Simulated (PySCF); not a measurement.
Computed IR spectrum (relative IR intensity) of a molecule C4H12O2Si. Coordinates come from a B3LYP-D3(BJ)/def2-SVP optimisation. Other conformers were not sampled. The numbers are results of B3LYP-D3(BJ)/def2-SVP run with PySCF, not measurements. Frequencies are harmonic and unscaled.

```csv
ν (cm⁻¹),relative intensity
326,8.6
369,5.4
732,4.7
748,8.0
802,44
866,45
882,54
1149,100
1160,35
1212,39
1218,27
1273,14
1277,14
1478,4.9
1484,2.9
2975,24
2987,21
3035,17
3059,13
3089,12
3098,11
3113,2.1
3118,5.5
```

**Question.** Which molecule gave these data?
A. C[C@@H]([SiH3])[C@H](O)CO
B. CC[Si@](C)(O)CO
C. CO[Si](C)(C)OC
D. CO[SiH2]C[C@@H](C)O

**Answer.** C, CO[Si](C)(C)OC
